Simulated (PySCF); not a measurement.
Compound: BH₆NSSi.
Bonds: N1–B2, B2–S3, S3–Si4. Hydrogens: H5, H6 on N1; H7 on B2; H8, H9, H10 on Si4.

Level of theory: PySCF 2.14.0, PBE0-D3(BJ)/def2-SVP geometry optimisation, gas phase.

**Question.** Give the optimised bond lengths and angles.

**Answer.** 
```tsv
bond	length (Å)	order
N1–B2	1.391	single
B2–S3	1.829	single
S3–Si4	2.147	single
N1–H5, N1–H6	1.012	single
B2–H7	1.209	single
Si4–H8, Si4–H9, Si4–H10	1.493	single
```

Bonds in one row agree within 0.01 Å and their mean is given. Orders are formal, as drawn. A selection of angles:
```tsv
angle	degrees
B2–N1–H5	123.7
B2–N1–H6	122.1
H5–N1–H6	114.2
N1–B2–S3	119.6
N1–B2–H7	119.6
S3–B2–H7	120.8
B2–S3–Si4	98.7
S3–Si4–H8	106.4
S3–Si4–H9	111.4
H8–Si4–H9	109.4
```

Torsions: N1–B2–S3–Si4 -179° (antiperiplanar).

N1 (boron-bound nitrogen) is planar (angles 123.7°, 122.1° and 114.2°, sum 360.0°, 0.00 Å off the plane of its three neighbours). Si4 (SiH3 silicon) is tetrahedral (angles from 106.4° to 111.5°). The 4 heavy atoms lie in one plane (0.007 Å rms). B2 (three-coordinate boron) is planar (angles 120.8°, 119.6° and 119.6°, sum 360.0°, 0.00 Å off the plane of its three neighbours).

No PBE0-D3(BJ)/def2-SVP frequencies stand behind this structure, so it isn't proved a minimum. The numbers are those of one conformer.
